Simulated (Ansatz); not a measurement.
`Br[B]1[SiH2][SnH2]1` + H–F → `F[B]1[SiH2][SnH2]1` + HBr at 700 K and 1 bar (ligand exchange at a B–Br bond).

Computed with Ansatz on PBE0-D4/def2-TZVP structures; ΔE is electronic, products minus reactants. CBS: MP2 limit from def2 TZ/QZ plus the TZ coupled-cluster correction, frozen cores. This one scheme is used for every species. def2 core potentials past Kr. For Br, Sn outer-core shells are correlated without core-valence functions, which leaves a few kJ/mol of doubt a bond. Scalar relativity is left out up to krypton.

```json
{"species": "`Br[B]1[SiH2][SnH2]1`", "CCSD(T)/CBS energy (Eh)": "-3103.58308", "H − E (kJ/mol)": "163.9", "S (J/(mol·K))": "482.3"}
{"species": "H–F", "CCSD(T)/CBS energy (Eh)": "-100.39570", "H − E (kJ/mol)": "45.2", "S (J/(mol·K))": "198.5"}
{"species": "`F[B]1[SiH2][SnH2]1`", "CCSD(T)/CBS energy (Eh)": "-630.06596", "H − E (kJ/mol)": "165.5", "S (J/(mol·K))": "455.3"}
{"species": "HBr", "CCSD(T)/CBS energy (Eh)": "-2573.91920", "H − E (kJ/mol)": "36.5", "S (J/(mol·K))": "223.7"}
```

H − E and S are ideal-gas, rigid-rotor, harmonic terms from PBE0-D4/def2-TZVP, for one conformer and one mirror image of each species. 1 Eh = 2625.50 kJ/mol, R = 8.31446 J/(mol·K).

**Question.** By hand: ΔE, ΔH, ΔS and ΔG.

**Answer.** ΔE = (-630.06596) + (-2573.91920) − (-3103.58308) − (-100.39570) = -0.00638 Eh = -16.8 kJ/mol. Δ(H − E) = 165.5 + 36.5 − 163.9 − 45.2 = -7.1, so ΔH = -23.9 kJ/mol. ΔS = 455.3 + 223.7 − 482.3 − 198.5 = -1.8 J/(mol·K). ΔG = -23.9 − 700 × (-1.8)/1000 = -22.6 kJ/mol.

**Question.** By hand: the equilibrium constant, and the temperature at which ΔG would vanish if ΔH and ΔS stayed fixed.

**Answer.** log₁₀ K = −ΔG/(RT ln 10) = 1.7. ΔG = 0 at ΔH/ΔS = 13278 K, far beyond where these terms or the molecules hold.

The number of gas molecules stays the same, so ΔS is small and ΔH decides. A doubt of 5 kJ/mol in ΔE shifts log₁₀ K by 0.4 here. Other conformers and mirror images would add mixing entropy, several J/(mol·K) or more a flexible species. These are equilibria of isolated gas molecules and say nothing of rates. Largest T1 diagnostic: 0.017 (customary marks: 0.02 for closed shells, 0.045 for open ones).
